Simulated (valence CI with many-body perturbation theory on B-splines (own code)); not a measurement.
# Rh³⁰⁺: electric-dipole lines

Method: valence CI with perturbative core correlation (CI+MBPT): five valence electrons over a frozen Dirac-Fock core [Ne], a basis of 9 s, 9 p, 8 d, 6 f, 3 g, 1 h functions for each j, with the one-electron correlation potential Σ1 (screened to all orders), the two-electron term Σ2, the three-electron term Σ3, Breit, model QED; selected single and double excitations, second order for the rest (own B-spline code, finite nucleus).

No measured spectrum was set against this ion. As an estimate, large intervals hold to a few tenths of a per cent, small ones and those within an open d or f shell to about a per cent. Among the levels kept, up to 600 cm⁻¹ of a level comes from second order outside the variational space, and about a tenth of that is noise between levels of different J, which matters for small intervals.

Lines 151 to 198 of 198 in falling wavelength, among levels below 1910800 cm⁻¹, chosen from the strongest by gf and those to the six lowest levels. Wavelengths and rates use the calculated energies. Electric multipoles are in the length gauge, E1 and E2 with the static RPA response of the core. Weak lines are less certain than strong ones. Lines between different terms over intervals too small for the method are left out, as are lines whose strength nearly cancels.

Levels are named by their leading jj configuration (3d3/2^4 stands for four electrons in 3d with j = 3/2), which in mixed levels can hold well under half, so a name can repeat and another be missing. Letters in brackets count levels of one name in rising energy.

```csv
λ vac (nm),Upper,Lower,A (s⁻¹),log gf,Branch %
8.366,(3s^2 3p3/2^2 3d5/2) J=3/2,(3s^2 3p3/2^3) J=3/2,1.49e+11,-0.21,72.0
8.330,(3s 3p3/2^4) J=1/2,(3s^2 3p3/2^3) J=3/2,3.07e+11,-0.19,97.5
8.319,(3s^2 3p1/2 3p3/2 3d5/2) J=1/2,(3s^2 3p1/2 3p3/2^2) J=1/2,1.44e+11,-0.52,92.3
8.227,(3s^2 3p3/2^2 3d5/2) J=5/2 [b],(3s^2 3p3/2^3) J=3/2,2.34e+11,0.15,96.0
8.184,(3s^2 3p1/2 3p3/2 3d5/2) J=3/2 [c],(3s^2 3p1/2 3p3/2^2) J=3/2,2.97e+09,-1.92,3.7
8.122,(3s^2 3p1/2 3p3/2 3d5/2) J=5/2 [b],(3s^2 3p1/2 3p3/2^2) J=3/2,1.38e+11,-0.09,57.2
8.082,(3s^2 3p3/2^2 3d5/2) J=1/2,(3s^2 3p1/2 3p3/2^2) J=3/2,5.87e+08,-2.94,0.7
7.999,(3s^2 3p3/2^2 3d5/2) J=7/2,(3s^2 3p1/2 3p3/2^2) J=5/2,4.02e+09,-1.51,100.0
7.985,(3s^2 3p3/2^2 3d3/2) J=1/2,(3s^2 3p1/2 3p3/2^2) J=1/2,1.54e+10,-1.53,5.1
7.902,(3s^2 3p3/2^2 3d3/2) J=3/2 [a],(3s^2 3p1/2 3p3/2^2) J=1/2,2.55e+10,-1.02,7.9
7.820,(3s 3p1/2 3p3/2^3) J=1/2,(3s^2 3p1/2^2 3p3/2) J=3/2,2.42e+10,-1.35,32.3
7.727,(3s^2 3p1/2 3p3/2 3d5/2) J=3/2 [a],(3s^2 3p1/2^2 3p3/2) J=3/2,6.82e+09,-1.61,14.0
7.618,(3s^2 3p1/2 3p3/2 3d5/2) J=5/2 [a],(3s^2 3p1/2^2 3p3/2) J=3/2,6.75e+10,-0.45,70.5
7.603,(3s^2 3p1/2 3p3/2 3d5/2) J=1/2,(3s^2 3p1/2 3p3/2^2) J=3/2,9.50e+08,-2.78,0.6
7.528,(3s^2 3p3/2^2 3d3/2) J=5/2,(3s^2 3p1/2 3p3/2^2) J=5/2,1.86e+11,-0.02,63.7
7.526,(3s^2 3p3/2^2 3d3/2) J=3/2 [a],(3s^2 3p1/2 3p3/2^2) J=5/2,9.19e+10,-0.51,28.5
7.389,(3s^2 3p3/2^2 3d3/2) J=3/2 [b],(3s^2 3p1/2 3p3/2^2) J=1/2,2.06e+11,-0.17,83.2
7.337,(3s^2 3p3/2^2 3d3/2) J=7/2,(3s^2 3p1/2 3p3/2^2) J=5/2,2.72e+11,0.24,100.0
7.323,(3s^2 3p3/2^2 3d3/2) J=1/2,(3s^2 3p1/2 3p3/2^2) J=3/2,2.76e+11,-0.35,91.2
7.315,(3s^2 3p1/2 3p3/2 3d3/2) J=3/2 [b],(3s^2 3p1/2^2 3p3/2) J=3/2,3.24e+11,0.02,92.1
7.265,(3s^2 3p1/2 3p3/2 3d3/2) J=5/2 [b],(3s^2 3p1/2^2 3p3/2) J=3/2,1.80e+11,-0.07,81.2
7.254,(3s^2 3p3/2^2 3d3/2) J=5/2,(3s^2 3p1/2 3p3/2^2) J=3/2,9.89e+10,-0.33,34.0
7.253,(3s^2 3p3/2^2 3d3/2) J=3/2 [a],(3s^2 3p1/2 3p3/2^2) J=3/2,2.04e+11,-0.19,63.4
7.183,(3s^2 3p1/2 3p3/2 3d3/2) J=1/2 [b],(3s^2 3p1/2^2 3p3/2) J=3/2,2.62e+11,-0.39,92.9
7.137,(3s^2 3p3/2^2 3d5/2) J=5/2 [a],(3s^2 3p1/2 3p3/2^2) J=5/2,3.49e+09,-1.80,75.0
7.059,(3s^2 3p3/2^2 3d3/2) J=3/2 [b],(3s^2 3p1/2 3p3/2^2) J=5/2,3.69e+09,-1.96,1.5
7.048,(3s^2 3p1/2 3p3/2 3d5/2) J=3/2 [b],(3s^2 3p1/2^2 3p3/2) J=3/2,8.36e+09,-1.60,3.5
7.035,(3s^2 3p3/2^2 3d5/2) J=3/2,(3s^2 3p1/2 3p3/2^2) J=1/2,5.45e+10,-0.79,26.4
7.009,(3s 3p3/2^4) J=1/2,(3s^2 3p1/2 3p3/2^2) J=1/2,2.87e+08,-3.37,0.1
6.917,(3s^2 3p1/2 3p3/2 3d5/2) J=3/2 [c],(3s^2 3p1/2^2 3p3/2) J=3/2,3.90e+10,-0.95,48.5
6.891,(3s^2 3p3/2^2 3d5/2) J=5/2 [a],(3s^2 3p1/2 3p3/2^2) J=3/2,1.12e+08,-3.32,2.4
6.873,(3s^2 3p1/2 3p3/2 3d5/2) J=5/2 [b],(3s^2 3p1/2^2 3p3/2) J=3/2,5.25e+10,-0.65,21.8
6.844,(3s^2 3p3/2^2 3d5/2) J=1/2,(3s^2 3p1/2^2 3p3/2) J=3/2,1.18e+10,-1.78,14.8
6.818,(3s^2 3p3/2^2 3d3/2) J=3/2 [b],(3s^2 3p1/2 3p3/2^2) J=3/2,3.60e+09,-2.00,1.5
6.736,(3s^2 3p3/2^2 3d5/2) J=3/2,(3s^2 3p1/2 3p3/2^2) J=5/2,2.36e+09,-2.19,1.1
6.645,(3s^2 3p3/2^2 3d5/2) J=5/2 [b],(3s^2 3p1/2 3p3/2^2) J=5/2,4.68e+09,-1.73,1.9
6.516,(3s^2 3p3/2^2 3d5/2) J=3/2,(3s^2 3p1/2 3p3/2^2) J=3/2,5.28e+07,-3.87,0.0
6.498,(3s^2 3p1/2 3p3/2 3d5/2) J=1/2,(3s^2 3p1/2^2 3p3/2) J=3/2,7.59e+07,-4.02,0.0
6.494,(3s 3p3/2^4) J=1/2,(3s^2 3p1/2 3p3/2^2) J=3/2,6.81e+09,-2.06,2.2
6.431,(3s^2 3p3/2^2 3d5/2) J=5/2 [b],(3s^2 3p1/2 3p3/2^2) J=3/2,4.14e+09,-1.81,1.7
6.292,(3s^2 3p3/2^2 3d3/2) J=1/2,(3s^2 3p1/2^2 3p3/2) J=3/2,8.01e+07,-4.02,0.0
6.241,(3s^2 3p3/2^2 3d3/2) J=5/2,(3s^2 3p1/2^2 3p3/2) J=3/2,6.33e+07,-3.65,0.0
6.240,(3s^2 3p3/2^2 3d3/2) J=3/2 [a],(3s^2 3p1/2^2 3p3/2) J=3/2,2.47e+08,-3.24,0.1
5.970,(3s^2 3p3/2^2 3d5/2) J=5/2 [a],(3s^2 3p1/2^2 3p3/2) J=3/2,9.29e+08,-2.53,20.0
5.916,(3s^2 3p3/2^2 3d3/2) J=3/2 [b],(3s^2 3p1/2^2 3p3/2) J=3/2,7.11e+08,-2.83,0.3
5.687,(3s^2 3p3/2^2 3d5/2) J=3/2,(3s^2 3p1/2^2 3p3/2) J=3/2,8.08e+08,-2.81,0.4
5.670,(3s 3p3/2^4) J=1/2,(3s^2 3p1/2^2 3p3/2) J=3/2,7.17e+08,-3.16,0.2
5.622,(3s^2 3p3/2^2 3d5/2) J=5/2 [b],(3s^2 3p1/2^2 3p3/2) J=3/2,8.36e+08,-2.62,0.3
```

How does gf follow from A for the line at 7.528 nm?

gf = 1.4992 × (2J+1)_upper × A / σ², with σ = 1328393 cm⁻¹ and 2J+1 = 6: gf = 0.946.
